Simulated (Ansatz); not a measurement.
Scan of H2B, doublet: symmetric bend, bond length relaxed. Scanned: H-B-H angle. Other coordinates (B-H bond length) were minimised at PBE0/def2-TZVP.

UKS-PBE/def2-TZVP = Ansatz (a first-principles code) with unrestricted PBE/def2-TZVP; UKS-PBE0/def2-TZVP = unrestricted PBE0/def2-TZVP in Ansatz; FCI/def2-TZVP = full CI/def2-TZVP, frozen core in Ansatz.

Energies relative to the lowest point of each profile, in eV; the last columns give the error against full CI:

```csv
a / °,UKS-PBE/def2-TZVP,UKS-PBE0/def2-TZVP,FCI/def2-TZVP,UKS-PBE/def2-TZVP − FCI/def2-TZVP,UKS-PBE0/def2-TZVP − FCI/def2-TZVP
170.40,0.249,0.273,0.313,-0.065,-0.040
157.91,0.165,0.180,0.205,-0.040,-0.025
149.81,0.098,0.107,0.121,-0.024,-0.014
139.35,0.026,0.029,0.033,-0.007,-0.005
130.84,0.000,0.000,0.000,0.000,0.000
122.42,0.017,0.017,0.015,0.002,0.002
112.32,0.109,0.111,0.111,-0.002,0.001
100.18,0.343,0.355,0.358,-0.016,-0.004
92.02,0.587,0.609,0.620,-0.033,-0.011
78.73,1.157,1.202,1.232,-0.075,-0.030
69.02,1.721,1.787,1.837,-0.116,-0.050
60,2.364,2.454,2.525,-0.161,-0.071
```

UKS-PBE/def2-TZVP is furthest from FCI/def2-TZVP at 60 (-0.161 eV, below); its mean absolute error over the points is 0.045 eV.

UKS-PBE0/def2-TZVP is furthest from FCI/def2-TZVP at 60 (-0.071 eV, below); its mean absolute error over the points is 0.021 eV.

The scan ran from 180.0 to 60.0; beyond the range shown the relaxed coordinates jump or full CI changes its symmetry label.
